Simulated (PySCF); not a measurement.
# Working out the excitation energy of Be

Be [He] 2s2 (1S) → Be [He] 2s1 3s1 (3S). Computed with PySCF 2.14 in aug-pcseg-2, with no relativity, point nucleus. Frozen: 1s2. Energies in hartree (1 hartree = 27.21139 eV):

| part | Be (lower) | Be (upper) |
| --- | --- | --- |
| UHF | -14.570211 | -14.375122 |
| MP2 opposite-spin | -0.024300 | 0.000000 |
| MP2 same-spin | 0.000000 | -0.001577 |

Q: What does Hartree-Fock give?

A: (-14.375122) − (-14.570211) = 0.195089 hartree = 5.309 eV.

Q: What do MP2 and SCS-MP2 (6/5 opposite-spin, 1/3 same-spin) give?

A: The opposite-spin parts differ by 0.661 eV and the same-spin parts by -0.043 eV. MP2: 5.309 + (0.661) + (-0.043) = 5.927 eV. SCS-MP2: 5.309 + 1.2 × (0.661) + (-0.043)/3 = 6.088 eV.

Measured between the centres of the two terms (NIST): 6.457 eV, so MP2 (valence) is off by -0.530 eV.

What remains against the reference includes basis incompleteness, the frozen core and correlation beyond second order.
